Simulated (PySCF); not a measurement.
Two species compared at the same levels of theory.

First species: C₅H₇O₂P.
Structure used (GFN2-xTB), in Å, numbered top down from 1:
```xyz
15
C5H7O2P angstrom
C      2.8585   -1.4925   -0.0255
C      1.9807   -0.6965   -0.2146
P      0.7817    0.5605   -0.6046
O      0.9434    1.1645   -1.9317
O      0.9885    1.6563    0.5609
C     -0.8509   -0.1506   -0.2374
C     -0.9844   -1.3971    0.1791
C     -1.9576    0.8053   -0.5189
H      3.6113   -2.2032    0.1607
H      1.3805    2.4384    0.1664
H     -0.1274   -2.0272    0.3488
H     -1.9539   -1.8282    0.3729
H     -1.8447    1.1928   -1.5320
H     -2.9319    0.3324   -0.4168
H     -1.8982    1.6530    0.1652
```

Second species: C₅H₇O₂P.
Numbering: `[CH:1]#[C:2][P@:3](=[O:4])([OH:5])/[CH:6]=[CH:7]/[CH3:8]` (hydrogens: H9 on C1; H10 on O5; H11 on C6; H12 on C7; H13, H14, H15 on C8)

Geometry (GFN2-xTB, Å), atoms numbered from 1 in this order:
```xyz
15
C5H7O2P angstrom
C     -1.6899    0.8468    2.9263
C     -1.5973    0.5471    1.7683
P     -1.4231    0.1739    0.0354
O     -1.8133    1.2559   -0.8731
O     -2.3529   -1.1332   -0.1505
C      0.2569   -0.4562   -0.1123
C      1.0947    0.1406   -0.9479
C      2.5111   -0.2499   -1.1724
H     -1.7819    1.0963    3.9440
H     -3.0954   -0.8869   -0.7052
H      0.5355   -1.2996    0.5006
H      0.7289    0.9844   -1.5202
H      2.7850   -1.1125   -0.5699
H      3.1663    0.5836   -0.9205
H      2.6710   -0.4824   -2.2246
```

Levels: CAM-B3LYP/def2-SVPD for dipole moment, HOMO energy, LUMO energy, HOMO–LUMO gap, static isotropic polarisability and electronic spatial extent ⟨r²⟩ about the centre of nuclear charge; TDDFT CAM-B3LYP/def2-SVPD for lowest singlet excitation; TDA CAM-B3LYP/def2-SVPD for lowest triplet excitation (Tamm–Dancoff); GFN2-xTB for rotational constant A and rotational constant C. Geometries: GFN2-xTB. Each species is one conformer at its optimised geometry, gas phase, non-relativistic unless stated; the electronic structure was computed with PySCF and density fitting.

Dipoles, sizes and rotational constants follow the conformer. The torsions of the flexible species, by atom-mapped SMILES:
- `[CH:1]#[C:2][P@:3](=[O:4])([OH:5])[C:6](=[CH2:7])[CH3:8]`: C2–P3–C6–C7 -3°, H–O5–P3–C2 110°
- `[CH:1]#[C:2][P@:3](=[O:4])([OH:5])/[CH:6]=[CH:7]/[CH3:8]`: C2–P3–C6–C7 -123°, H–O5–P3–C2 113°

```csv
property,column X,column Y
dipole moment,2.94 D,2.89 D
HOMO energy,-9.42 eV,-9.45 eV
LUMO energy,0.12 eV,0.21 eV
HOMO–LUMO gap,9.54 eV,9.66 eV
lowest singlet excitation,6.06 eV,6.10 eV
lowest triplet excitation (Tamm–Dancoff),4.36 eV,4.31 eV
static isotropic polarisability,87.5 au,85.1 au
electronic spatial extent ⟨r²⟩ about the centre of nuclear charge,1319 bohr²,1096 bohr²
rotational constant A,2.613 GHz,2.394 GHz
rotational constant C,0.946 GHz,1.178 GHz
```

Q: Which column belongs to which species?

A: Column X is the second species and column Y the first. The first has 15 atoms and 68 electrons, the second 15 and 68.

Q: How does each property change from the first species to the second?

A: dipole moment +0.05 D; HOMO energy +0.03 eV; LUMO energy -0.09 eV; HOMO–LUMO gap -0.12 eV; lowest singlet excitation -0.04 eV; lowest triplet excitation (Tamm–Dancoff) +0.05 eV; static isotropic polarisability +2.4 au; electronic spatial extent ⟨r²⟩ about the centre of nuclear charge +223 bohr²; rotational constant A +0.219 GHz; rotational constant C -0.232 GHz.

On the first: S1 lies 3.56 eV below the HOMO–LUMO gap; its leading configuration is HOMO−1→LUMO+1, weight 0.31. The 8 singlets span 6.10 to 7.40 eV, and their oscillator strengths add up to 0.29.

On the second: S1 lies 3.48 eV below the HOMO–LUMO gap; its leading configuration is HOMO−1→LUMO, weight 0.36. The principal polarisabilities are 69.3, 80.7 and 112.7 au; their mean is the isotropic value.
